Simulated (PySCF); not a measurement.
AlGeH₅O₂S.

```xyz
10

Ge    -0.1685    -1.7321     0.0000
S      1.3078    -0.0169     0.0000
Al    -0.1152     1.6267     0.0000
O      0.3304     3.2651     0.0000
O     -1.7539     1.1786     0.0000
H     -1.0392    -1.6954    -1.2674
H     -1.0392    -1.6954     1.2674
H      0.7181    -2.9929     0.0000
H      1.2253     3.6148     0.0000
H     -2.5103     1.7710     0.0000
```

Geometry optimised at B3LYP-D3(BJ)/def2-SVP. The structure was generated by enumeration; whether it is a known compound was not checked. The values are those of a single conformer.

Level of theory: KT2/pcSseg-1 (PySCF). Non-relativistic, no solvent.

Computed absolute GIAO shielding of each atom: isotropic value and principal components (ppm):
```
atom  σ(iso)     σ11     σ22     σ33   span
----  ------  ------  ------  ------  -----
Ge1   1484.1  1382.3  1430.8  1639.1  256.8
S2     837.4   802.8   815.0   894.3   91.6
Al3    441.4   386.4   446.8   490.9  104.5
O4     284.8   235.7   278.1   340.7  105.0
O5     300.6   271.7   283.4   346.6   74.9
H6      26.2    19.5    22.3    36.7   17.1
H7      26.2    19.5    22.3    36.7   17.1
H8      26.5    19.6    21.9    37.9   18.3
H9      29.1    21.8    23.7    41.7   19.9
H10     29.6    21.2    22.8    44.9   23.7
```
